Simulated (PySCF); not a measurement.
Simulated absorption spectrum

Species: Di(furan-2-yl)(methyl)phosphane, C₉H₉O₂P.
SMILES with atom numbers: `[CH3:1][P:2]([c:3]1[cH:4][cH:5][cH:6][o:7]1)[c:8]1[cH:9][cH:10][cH:11][o:12]1` (hydrogens: H13, H14, H15 on C1; H16 on C4; H17 on C5; H18 on C6; H19 on C9; H20 on C10; H21 on C11)

Level of theory: TDDFT CAM-B3LYP/def2-SVPD, vertical, gas phase, core orbitals frozen in the response in PySCF 2.14.0, density-fitted response routines. Isolated species at its PBE0-D3(BJ)/def2-SVP geometry (one conformer only). Torsions of this conformer, `[CH3:1][P:2]([c:3]1[cH:4][cH:5][cH:6][o:7]1)[c:8]1[cH:9][cH:10][cH:11][o:12]1`: C1–P2–C3–C4 -138°, C1–P2–C8–C9 -108°.

Computed states:

| state | E (eV) | f |
| --- | --- | --- |
| S1 | 5.25 | 0.207 |
| S2 | 5.77 | 0.165 |
| S3 | 5.91 | 0.221 |
| S4 | 6.29 | 0.023 |
| S5 | 6.51 | 0.080 |
| S6 | 6.58 | 0.024 |
| S7 | 6.70 | 0.0079 |
| S8 | 6.75 | 0.0069 |
| S9 | 6.78 | 0.0069 |
| S10 | 6.87 | 0.0065 |

Each state is given a Gaussian of 0.5 eV full width at half maximum, with ε(max) = 2.175×10⁸ f / Δν̃ (Δν̃ the width in cm⁻¹). The width is an assumption, not a result. The curve ends short of the highest state used, and states not computed would add to its high-energy end.

Question: What does the envelope look like, and where are its maxima?

Answer: 
λ (nm), ε (L mol⁻¹ cm⁻¹) and a bar:
```
    197.6       7378 ###########
    199.8       8586 #############
    202.0      10700 ################
    204.3      13599 ####################
    206.5      16473 #########################
    208.7      18804 ############################
    210.9      20081 ##############################
    213.2      20057 ##############################
    215.4      18873 ############################
    217.6      16969 #########################
    219.8      14871 ######################
    222.0      13055 ###################
    224.3      11785 ##################
    226.5      11249 #################
    228.7      11245 #################
    230.9      11518 #################
    233.2      11786 ##################
    235.4      11780 ##################
    237.6      11378 #################
    239.8      10558 ################
    242.1       9331 ##############
    244.3       7941 ############
    246.5       6484 ##########
    248.7       5088 ########
    251.0       3792 ######
    253.2       2759 ####
    255.4       1940 ###
    257.6       1320 ##
    259.8        872 #
    262.1        548 #
    264.3        341 
    266.5        207 
    268.7        123 
    271.0         69 
    273.2         39 
    275.4         22
```

Maxima: 234 nm (5.29 eV), ε about 12000, made up of S1 (93%); 212 nm (5.85 eV), ε about 20000, made up of S2 (41%) and S3 (57%) (ε in L mol⁻¹ cm⁻¹; maxima over ε = 5, shares over 10%).

Question: On this curve, what absorbance would a 10⁻⁴ mol/L sample give at 266 nm over a 1 cm path?

Answer: 266 nm is 4.661 eV, where ε is about 230 L mol⁻¹ cm⁻¹, so A = ε c l ≈ 0.023 (Beer–Lambert, with the gas-phase spectrum and the assumed width).

Question: What would ε be at 5.85 eV, the highest of these maxima, with half the width (0.25 eV)?

Answer: About 34400 L mol⁻¹ cm⁻¹ against 20200, a factor of about 1.7; a lone state at its own centre would give exactly 2.

Question: Coming from long wavelengths, where does ε first pass 100 L mol⁻¹ cm⁻¹?

Answer: At about 270 nm (4.60 eV), 0.65 eV below S1.

Hardware: one thread of an Arm Neoverse V1, shared host. Cost: 3.5 min (with the writing of density and orbital grids), 1.8 GiB resident at most.
